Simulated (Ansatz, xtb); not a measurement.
**C4H5Br: which of two isomers lies lower**

Structure I: `C=CC(=C)Br`, a singlet. Structure II: `C=C/C=C\Br`, a singlet. Both are isolated molecules in the gas phase, relaxed with B3LYP/def2-SVP; the shapes shown needn't be the lowest conformers.

I (Å):

```xyz
10

C    -3.0258    0.4598   -0.7767
C    -2.2972    0.9502    0.2355
C    -0.8448    1.1190    0.2928
C    -0.1929    1.6216    1.3523
Br    0.1740    0.5854   -1.2462
H    -2.5622    0.1226   -1.7068
H    -4.1127    0.3851   -0.6945
H    -2.8049    1.2770    1.1510
H     0.8912    1.7379    1.3722
H    -0.7608    1.9297    2.2353
```

II (Å):

```yaml
atoms:
  - { symbol: C, position_ang: [-2.6124, -0.3115, -0.6239] }
  - { symbol: C, position_ang: [-2.0569, 0.8734, -0.3182] }
  - { symbol: C, position_ang: [-1.0883, 1.0579, 0.7509] }
  - { symbol: C, position_ang: [-0.4839, 2.1974, 1.1267] }
  - { symbol: Br, position_ang: [-0.7621, 3.8943, 0.3231] }
  - { symbol: H, position_ang: [-2.3599, -1.2225, -0.0718] }
  - { symbol: H, position_ang: [-3.3373, -0.4079, -1.4359] }
  - { symbol: H, position_ang: [-2.3324, 1.7648, -0.8910] }
  - { symbol: H, position_ang: [-0.8114, 0.1651, 1.3253] }
  - { symbol: H, position_ang: [0.2347, 2.2409, 1.9461] }
```

Which of the two would you expect CCSD(T)/def2-SVP + ΔMP2/def2-TZVPP electronic energies to favour?

CCSD(T)/def2-SVP + ΔMP2/def2-TZVPP gives E(II) − E(I) = +0.39 kcal/mol, slightly favouring structure I, which is too small a margin to settle the true order.

Level by level:

```json
{"level": "GFN2-xTB", "geometry": "GFN2-xTB", "E(II) − E(I) (kcal/mol)": "−0.47", "departure from the last row (kcal/mol)": "−0.87", "job, with rough time for the two": "optimisation, 0.11 s"}
{"level": "HF/STO-3G", "geometry": "GFN2-xTB", "E(II) − E(I) (kcal/mol)": "−1.38", "departure from the last row (kcal/mol)": "−1.78", "job, with rough time for the two": "single point, 0.52 s"}
{"level": "r2SCAN-D4/def2-SVP", "geometry": "GFN2-xTB", "E(II) − E(I) (kcal/mol)": "−0.62", "departure from the last row (kcal/mol)": "−1.02", "job, with rough time for the two": "single point, 5.7 s"}
{"level": "B3LYP/def2-SVP", "geometry": "B3LYP/def2-SVP", "E(II) − E(I) (kcal/mol)": "−1.26", "departure from the last row (kcal/mol)": "−1.66", "job, with rough time for the two": "optimisation, 34 s"}
{"level": "HF/def2-SVP", "geometry": "B3LYP/def2-SVP", "E(II) − E(I) (kcal/mol)": "−1.09", "departure from the last row (kcal/mol)": "−1.49", "job, with rough time for the two": "part of the CCSD(T) run"}
{"level": "MP2/def2-SVP", "geometry": "B3LYP/def2-SVP", "E(II) − E(I) (kcal/mol)": "+0.07", "departure from the last row (kcal/mol)": "−0.33", "job, with rough time for the two": "part of the CCSD(T) run"}
{"level": "CCSD(T)/def2-SVP", "geometry": "B3LYP/def2-SVP", "E(II) − E(I) (kcal/mol)": "−0.11", "departure from the last row (kcal/mol)": "−0.50", "job, with rough time for the two": "single point"}
{"level": "CCSD(T)/def2-SVP + ΔMP2/def2-TZVPP", "geometry": "B3LYP/def2-SVP", "E(II) − E(I) (kcal/mol)": "+0.39", "departure from the last row (kcal/mol)": "", "job, with rough time for the two": "single point, 71 s"}
```

As drawn, both hold the same kinds of bond in the same numbers.

The largest departure from CCSD(T)/def2-SVP + ΔMP2/def2-TZVPP is that of HF/STO-3G, 1.78 kcal/mol. The last row adds to CCSD(T) the change of the MP2 difference between the two basis sets, here +0.50 kcal/mol.

With thermal terms from frequencies at re-optimised GFN2-xTB minima (ideal gas, soft modes damped towards free rotors, one conformer each, 298.15 K, 1 atm): on the last row, ΔE + ΔZPE = +0.57, ΔH = +0.57, ΔG = +0.43 kcal/mol.

The correlated steps freeze 13 core orbitals; the filled d shell of Br is correlated, in a basis made for valence electrons. Programs: Ansatz 0.2.0, xtb 6.7.1; the last row on 2 threads of Arm Neoverse V1 on a shared host.
